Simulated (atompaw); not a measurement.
# Plane-wave convergence, PAW (atompaw) potential for Zn (Z = 30)

```json
{
  "Element": "zinc (Zn)",
  "Generator": "atompaw 4.2.0.5",
  "Type": "PAW",
  "Functional": "PBE",
  "Relativity": "scalar-relativistic",
  "Frozen core": "[Ne] 3s2",
  "Valence charge": "18",
  "Reference configuration": "3p6 3d10 4s2 4p0",
  "Partial waves": "4s (bound): rc 1.75 bohr; 4s channel at 0.45 Ry: rc 1.75 bohr; 3p (bound): rc 1.10 bohr; 4p (bound, empty): rc 1.75 bohr; 3d (bound): rc 1.75 bohr; 3d channel at 2.45 Ry: rc 0.80 bohr",
  "Local potential": "troulliermartins scheme with l = 3 at -0.5 Ry, radius 1.35 bohr",
  "Core correction": "smooth core density matched at 1.10 bohr",
  "Augmentation charge": "sinc compensation charge, radius 1.45 bohr; PAW radius 1.75 bohr; waves and projectors: custom polynom gramschmidtortho"
}
```

The pseudo-atom Hamiltonian at the reference potential is diagonalised in spherical Bessel functions j_l(qr) that vanish at 20 bohr, with q² up to the cutoff. All-electron valence levels (Ry): 4s -0.4394, 3p -6.1300, 4p -0.0820, 3d -0.7453.

Problem. How do the lowest levels (Ry) of each channel move with the cutoff, and are there ghosts?

Solution.

```csv
cutoff (Ry),s #1,s #2,s #3,p #1,p #2,d #1,f #1,Σ f·Δε (mRy)
8,-1.3614,-0.2333,0.0202,-0.0864,0.0499,0.0074,0.1142,44201.1
15,-8.1991,-0.4370,0.0049,-0.0894,0.0493,-0.5380,0.1142,38321.0
30,-11.1576,-0.4393,0.0047,-5.5604,-0.0819,-0.7423,0.1142,3447.6
45,-11.2992,-0.4394,0.0047,-6.0830,-0.0820,-0.7444,0.1142,290.7
60,-11.3049,-0.4394,0.0047,-6.1250,-0.0820,-0.7452,0.1142,30.6
90,-11.3058,-0.4394,0.0047,-6.1278,-0.0820,-0.7453,0.1142,12.9
140,-11.3063,-0.4394,0.0047,-6.1298,-0.0820,-0.7453,0.1142,1.0
200,-11.3063,-0.4394,0.0047,-6.1300,-0.0820,-0.7453,0.1142,0.1
400,-11.3063,-0.4394,0.0047,-6.1300,-0.0820,-0.7453,0.1142,0.0
```

Result: ghost state, extra bound levels that the all-electron valence spectrum of the same l lacks: s at -153.8 eV (a true bound ghost makes a file unfit for plane-wave use); 10 mRy is reached at 100 Ry and 1 mRy at 160 Ry.
